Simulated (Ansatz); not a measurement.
C4H7Ga (`C=C=[C](C)[GaH2]`). Total charge 0; spin multiplicity 1. Correlated methods include outer-core shells of Ga, which these sets cover unevenly. Scalar relativity is left out up to krypton.

```xyz
12

C     1.063    1.865   -0.913
C     0.522    0.809   -0.373
C    -0.057   -0.237    0.145
C     0.644   -1.193    1.075
Ga   -1.927   -0.453   -0.397
H     1.028    2.829   -0.417
H     1.568    1.809   -1.871
H     0.641   -2.207    0.666
H     1.680   -0.898    1.251
H     0.133   -1.243    2.041
H    -2.556    0.600   -1.369
H    -2.737   -1.681    0.161
```

Question: Give the diagnostics of a CCSD(T)/def2-TZVPP run (frozen core, the Gaussian-basis code of Ansatz). (Best estimate.)

Answer: Computed: T1 = 0.0126, largest single amplitude 0.013, largest double 0.068, (T) share of the correlation energy 4.4 %, 9 CCSD cycles. The RHF solution is stable towards an unrestricted one. T1 lies under the customary mark of 0.02 for closed shells.
